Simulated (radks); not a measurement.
Problem. Species: K. Configuration: [Ar] 4s1 (the NIST ground configuration). Method: Dirac Kohn-Sham, PBE, spin-unpolarised, spherical densities, finite nucleus; Fermi nuclear charge, rms radius 3.4349 fm; computed with a radial shooting solver on a logarithmic mesh with Libxc functionals. Some entries of the table are withheld. Estimate them.

orbital,occ.,eigenvalue (hartree),<r^2> (bohr^2)
1s1/2,2,-129.4232,(1)
2s1/2,2,-12.98521,0.1781
2p1/2,2,-10.36285,0.1511
2p3/2,4,-10.25657,0.1531
3s1/2,2,-1.29870,1.865
3p1/2,2,-0.69785,(2)
3p3/2,4,-0.68805,(3)
4s1/2,1,-0.08522,29.01

Solution. 
(1) 1s1/2 <r^2> (bohr^2): 0.008837
(2) 3p1/2 <r^2> (bohr^2): 2.430
(3) 3p3/2 <r^2> (bohr^2): 2.461
